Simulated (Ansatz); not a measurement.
Reaction (cleavage of the P–Si bond): `CC[SiH2]P` + H₂Te → `P[TeH]` + `CC[SiH3]`

Calculated with Ansatz (gas phase, PBE0-D4/def2-TZVP geometries, no zero-point term in ΔE). CCSD(T)/CBS adds triple-zeta CCSD(T) − MP2 to the extrapolated MP2 energy (def2 sets, frozen cores). def2 core potentials past Kr. For Te outer-core shells are correlated without core-valence functions, which leaves a few kJ/mol of doubt a bond. Each species was taken in one conformer, which may not be the lowest.

`CC[SiH2]P`:

```xyz
13

C     0.047    0.679   -1.569
C    -1.011    0.101   -0.635
Si   -0.418   -0.129    1.132
P     1.338   -1.551    1.156
H    -0.347    0.828   -2.578
H     0.912    0.016   -1.653
H     0.411    1.646   -1.212
H    -1.360   -0.870   -1.004
H    -1.893    0.750   -0.607
H    -0.074    1.194    1.728
H    -1.485   -0.751    1.964
H     1.604   -1.347    2.536
H     2.277   -0.568    0.743
```

H₂Te:

Z-matrix (Å, degrees):
```
Te
H 1 1.656
H 1 1.656 2 90.4
```

`P[TeH]`:

Cartesian coordinates in Å:
```
P -0.922 0.116 -0.122
Te 1.517 -0.212 0.058
H -0.968 1.317 0.632
H -1.265 -0.688 0.997
H 1.637 -0.533 -1.564
```

`CC[SiH3]`:

Z-matrix (Å, degrees):
```
C
C 1 1.526
H 1 1.093 2 111.4
H 1 1.093 2 111.6 3 120.1
H 1 1.093 2 111.4 3 -119.8
Si 2 1.876 1 113.4 3 59.9
H 2 1.095 1 110.5 3 -178.6
H 2 1.095 1 110.5 3 -61.7
H 6 1.489 2 110.4 1 -59.6
H 6 1.489 2 110.4 1 59.7
H 6 1.489 2 111.1 1 -180.0
```

```json
{"species": "`CC[SiH2]P`", "CCSD(T)/CBS(def2) energy (Eh)": "-711.54406"}
{"species": "H₂Te", "CCSD(T)/CBS(def2) energy (Eh)": "-268.91024"}
{"species": "`P[TeH]`", "CCSD(T)/CBS(def2) energy (Eh)": "-610.46278"}
{"species": "`CC[SiH3]`", "CCSD(T)/CBS(def2) energy (Eh)": "-369.99568"}
```

(1) Work out ΔE.

Largest T1 diagnostic among the species: 0.011.

## Answers

(1) ΔE = (-610.46278) + (-369.99568) − (-711.54406) − (-268.91024) = -0.00416 Eh = -2.6 kcal/mol.

At CCSD(T), def2-SVP lies +1.8 kcal/mol from the extrapolated value and def2-TZVPP +1.4 kcal/mol. The D4 term adds +1.0 kcal/mol with B3LYP and +0.6 kcal/mol with PBE0; it sums over pairs of atoms, weighted by their polarisabilities, and B3LYP, whose exchange is more repulsive, gets the larger term.

B3LYP here is the variant with VWN-RPA as its local correlation; programs differ in this.
